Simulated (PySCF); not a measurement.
**La²⁺ (lanthanum, charge +2) across methods**

[Xe] 4f1, 2F determinant (an excited configuration). Computed with PySCF 2.14 in ANO-RCC-VTZP (8s7p5d3f2g1h, 104 functions), with the spin-free X2C one-electron Hamiltonian (Gaussian nucleus).

```csv
method,E (hartree),mean ε 5p α (eV),mean ε 5p β (eV),mean ε 4f α (eV),Σ⟨r²⟩ (bohr²),⟨S²⟩
UHF,-8488.03681,-42.102,-41.754,-9.224,53.36,0.750
LDA,-8484.01,-36.210,-35.921,-8.269,52.10,0.750
PBE,-8490.85,-36.050,-35.742,-8.388,52.16,0.750
r2SCAN,-8491.23,-36.592,-36.325,-8.237,52.26,0.750
PBE0,-8490.90,-37.850,-37.537,-8.781,52.28,0.750
```

Spin-orbit coupling, absent here, splits the open shell strongly.
